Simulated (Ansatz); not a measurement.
System: CHBrF$_{2}$, charge 0, singlet. CHBrF2 (bromo(difluoro)methane, SMILES FC(F)Br).
B3LYP-D3(BJ)/def2-TZVP minimum from Ansatz (a first-principles code):
```
C
F 1 1.3409
F 1 1.3409 2 108.47
H 1 1.0874 2 110.34 3 120.98
Br 1 1.9572 4 108.23 3 120.07
```
Charge 0, spin multiplicity 1.

Quantity: atomisation energy (electronic, to ground-state atoms), in kcal/mol. UHF or UKS for unpaired electrons; spin-orbit terms are left out. Correlated methods leave the cores frozen (noble-gas shells, and filled d and f shells in the p block). No relativity. CBS(X,Y): correlation extrapolated as X^-3, Hartree-Fock from the larger set (Q,5: extrapolated as (X+1)exp(-9√X)). A bracket is a step between two methods taken in the basis named. Double hybrids freeze cores in their MP2 part. Where a partner has so few electrons that a lower coupled-cluster level is exact, that level stands in. Spin-orbit terms, left out, reach several kcal/mol for Br and I, and more for heavier atoms.

CCSD(T)/CBS(cc-pVQZ,cc-pV5Z) + [CCSDT(Q) - CCSD(T)]/cc-pVDZ (Ansatz) gives 403.3 kcal/mol.

Question: What does PBE/def2-TZVPD (Ansatz) give here, and how do the other levels compare?

Answer: PBE gives 422.8 kcal/mol, 19.5 kcal/mol above it. Differences of the others: PBE0/def2-TZVPD (Ansatz) 1.3; wB97M-V/def2-TZVPD (Ansatz) -0.4; B2PLYP/def2-TZVPD (Ansatz) -6.4; CCSD(T)/CBS(cc-pVQZ,cc-pV5Z) (Ansatz) -0.6 kcal/mol.
